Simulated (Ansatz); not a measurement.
Reaction (redistribution): `[SiH3]OC[SiH2]Cl` + `BN(C)[SiH2]F` → `CN([SiH3])[SiH2]F` + `BOC[SiH2]Cl`

Computed with Ansatz on PBE0-D4/def2-TZVP structures; ΔE is electronic, products minus reactants. CBS: MP2 limit from def2 TZ/QZ plus the TZ coupled-cluster correction, frozen cores. Functionals use def2-TZVPP. B3LYP here is the variant with VWN-RPA as its local correlation; programs differ in this. Each species was taken in one conformer, which may not be the lowest.

`[SiH3]OC[SiH2]Cl`:

Cartesian coordinates in Å:
```
Si -0.729 -0.815 -1.941
O -0.471 0.171 -0.645
C 0.373 -0.221 0.428
Si 0.363 1.196 1.665
Cl 1.582 0.675 3.241
H -1.339 -2.100 -1.501
H 0.558 -1.119 -2.624
H -1.644 -0.083 -2.846
H 1.398 -0.415 0.083
H 0.014 -1.143 0.906
H 0.898 2.431 1.048
H -1.004 1.424 2.186
```

`BN(C)[SiH2]F`:

Cartesian coordinates in Å:
```
B -0.325 -1.444 0.701
N -0.018 -0.253 0.033
C 0.453 -0.245 -1.351
Si -0.169 1.283 0.821
F -1.294 2.149 0.085
H -0.723 -1.392 1.829
H -0.180 -2.490 0.135
H 0.572 -1.269 -1.703
H -0.259 0.267 -2.004
H 1.416 0.267 -1.435
H -0.565 1.083 2.227
H 1.093 2.044 0.664
```

`CN([SiH3])[SiH2]F`:

Cartesian coordinates in Å:
```
C 1.402 -0.046 -0.575
N 0.067 0.064 0.016
Si -0.273 -1.019 1.327
Si -1.080 1.090 -0.718
F -1.731 0.449 -2.035
H 1.607 0.808 -1.226
H 1.513 -0.957 -1.171
H 2.172 -0.054 0.204
H 0.699 -0.787 2.430
H -0.134 -2.439 0.901
H -1.658 -0.768 1.793
H -2.186 1.336 0.232
H -0.398 2.322 -1.178
```

`BOC[SiH2]Cl`:

Z-matrix (Å, degrees):
```
C
O 1 1.424
Si 1 1.885 2 108.5
H 1 1.094 2 108.4 3 -119.8
H 1 1.096 2 111.0 3 121.8
B 2 1.343 1 122.2 3 -113.0
Cl 3 2.056 1 107.9 2 -179.0
H 3 1.482 1 109.9 2 62.5
H 3 1.480 1 111.0 2 -60.1
H 6 1.202 2 120.1 1 -1.4
H 6 1.195 2 116.6 1 178.7
```

Q: Is it downhill or uphill in electronic energy at CCSD(T)/CBS, and by how much? (Best estimate.)

A: The calculation gave: Uphill: ΔE = +25.5 kJ/mol.

Q: What do these levels give: PBE0-D4, B3LYP-D4, PBE0, B3LYP, MP2/def2-QZVPP, CCSD/CBS(def2)? (Best estimate.)

A: Ansatz gave: PBE0-D4 23.1, B3LYP-D4 24.4, PBE0 24.5, B3LYP 26.9, MP2/def2-QZVPP 26.4, CCSD/CBS(def2) 26.6 kJ/mol.

Largest T1 diagnostic among the species: 0.013.

In def2-TZVPP, CCSD(T) changes the Hartree–Fock value by −5.3 kJ/mol (the triples alone add −1.0 kJ/mol) and MP2 by −4.2 kJ/mol.
